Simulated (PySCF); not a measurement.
PySCF was given this input:
```python
from pyscf import gto, scf, dft, tdscf

mol = gto.Mole()
mol.atom = '''
    B    -0.054004   -0.853100    0.390198
    H    -0.803157   -1.740603    0.599267
    O     1.171481   -1.100289    0.851389
    H     1.852958   -0.435875    0.728756
    Si   -0.573531    0.808208   -0.544585
    H    -1.666046    1.550193    0.098500
    H    -0.999786    0.606648   -1.936236
    H     0.543634    1.772538   -0.628207
'''
mol.basis = '6-31g*'
mol.charge = 0
mol.spin = 0
mol.verbose = 3
mol.build()

mf = dft.RKS(mol)
mf.xc = 'blyp'
mf.kernel()
td = mf.TDA()
td.nstates = 10
td.kernel()
td.analyze()
```

What nuclear repulsion energy does BLYP/6-31G*, TDA (PySCF) give?

92.9326 Eh

Estimate the HOMO energy that BLYP/6-31G*, TDA returns for this input.

-6.34 eV

Give the HOMO-LUMO gap at the level BLYP/6-31G*, TDA.

4.74 eV

Predict the lowest excitation energy found from BLYP/6-31G*, TDA.

5.06 eV

Predict the number of basis functions from BLYP/6-31G*, TDA.

56

Give the dipole moment at the level BLYP/6-31G*, TDA.

1.45 D
